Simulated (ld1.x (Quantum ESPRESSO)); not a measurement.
# boron (B): one change to an ultrasoft potential, before and after

ld1.x (Quantum ESPRESSO) 7.5 input, shortened:

```
&input
   title='B', zed=5., rel=1, dft='PZ', iswitch=3,
   config='[He] 2s2 2p1'
 /
 &inputp
   pseudotype=3, tm=.true., lloc=-2, rcloc=1.45,
   nlcc=.true., new_core_ps=.true., rcore=0.85,
   which_augfun='PSQ', rmatch_augfun_nc=.true.
 /
4
2S  1  0   2.00   0.00  1.10  1.30  0.0
2S  1  0   0.00   0.25  1.10  1.30  0.0
2P  2  1   1.00   0.00  1.95  2.10  0.0
2P  2  1   0.00   2.25  1.95  2.10  0.0
 &test
   configts(1)='2s2 2p1'
 /
```

Change: augmentation PSQ, radius 1.10 bohr.

Cutoffs: the cutoffs (Ry, on a coarse ladder) from which the occupation-weighted sum of valence levels, in a spherical-Bessel basis at the reference potential, stays within 10 and 1 mRy of its value at 400 Ry; they do not see the model core or the augmentation charge, which bear on the density cutoff. Errors are all-electron minus pseudo energies relative to the spin-unpolarised reference configuration.

Task: Predict the effect on cutoff, ghosts and configuration errors.

Result: The potential gets neither clearly harder nor softer (15 Ry and 21 Ry → 15 Ry and 21 Ry); of the 9 tests that both files solve, the error grows in 2 and shrinks in 6 by more than 15 % and 0.3 meV (median size 8.8 → 2.9 meV); neither file shows a bound ghost.

| quantity | base | changed |
| --- | --- | --- |
| cutoff, loose | 15 Ry | 15 Ry |
| cutoff, tight | 21 Ry | 21 Ry |
| bound ghosts | none | none |
| error for 2s2 2p0, meV [ΔE 8.33 eV] | -17 | -1.0 |
| error for 2s1 2p0, meV [ΔE 33.63 eV] | -37 | +6.4 |
| error for 2s2 2p0.5, meV [ΔE 2.94 eV] | -2.6 | 0.0 |
| error for 2s2 2p1.3, meV [ΔE -0.77 eV] | -0.2 | +0.1 |
| error for 2s1 2p2, meV [ΔE 5.69 eV] | +3.3 | +4.8 |
| error for 2s0 2p3, meV [ΔE 11.40 eV] | +13 | +20 |
| error for 2s1 2p1, meV [ΔE 14.28 eV] | +8.8 | +5.4 |
| error for 2s2 2p1 (spin-polarised), meV [ΔE -0.23 eV] | -2.0 | +1.4 |
| error for 2s1 2p0 (spin-polarised), meV [ΔE 32.90 eV] | -40 | +2.9 |
| s: phases at 2.30 bohr within 0.05 rad from the reference energy up to (Ry; the scan ends near 5) | to the end of the scan | to the end of the scan |
| p: phases at 2.30 bohr within 0.05 rad from the reference energy up to (Ry; the scan ends near 5) | to the end of the scan | to the end of the scan |
| lowest overlap eigenvalue by channel | s 0.56, p 0.44 | s 0.56, p 0.44 |
